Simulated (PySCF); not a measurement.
**Bond curve of AsC**

Set-up: basis As def2-SVPD, C def2-SVPD; no relativity; PySCF 2.14. Energies in eV from As + C in their ground configurations at the same level. State: ²Σ⁺ (doublet), unpaired electrons σ ↑.

All columns are PBE0. A positive dipole means As(−)C(+).

```
R (Å)  E (eV)  μ (D)  Mulliken charge on As (basis-dependent)  HOMO (eV)  LUMO (eV)  Mayer bond order  ⟨S²⟩
1.436  -2.567  -1.14                                     0.02      -8.50      -3.87              2.91  0.77
1.503  -3.583  -1.21                                     0.03      -8.25      -4.03              2.89  0.78
1.570  -4.145  -1.27                                     0.05      -8.02      -4.17              2.85  0.80
1.620  -4.344  -1.31                                     0.07      -7.87      -4.26              2.82  0.82
1.670  -4.399  -1.34                                     0.09      -7.73      -4.34              2.77  0.85
1.720  -4.345  -1.35                                     0.11      -7.60      -4.40              2.69  0.90
1.787  -4.155  -1.33                                     0.13      -7.46      -4.44              2.54  1.03
1.870  -3.808  -1.31                                     0.16      -7.34      -4.45              2.28  1.26
1.971  -3.325  -1.33                                     0.19      -7.28      -4.47              1.97  1.55
2.104  -2.668  -1.46                                     0.22      -7.27      -4.50              1.65  1.86
```

A fit through these points gives, at Re = 1.668 Å, μ = -1.33 D and dμ/dR = -0.381 D/Å; the reduced mass is 10.34 u.

How strong is the fundamental in the double-harmonic approximation, I = 42.26·(dμ/dR)²/μred km/mol?

I = 42.26·(-0.381)²/10.34 = 0.593 km/mol at PBE0.

⟨S²⟩ of the unrestricted solution departs from its pure value on part of the curve, where spin states mix. Spin–orbit coupling is left out. The state was picked by a PBE0 search and need not be the measured ground state.
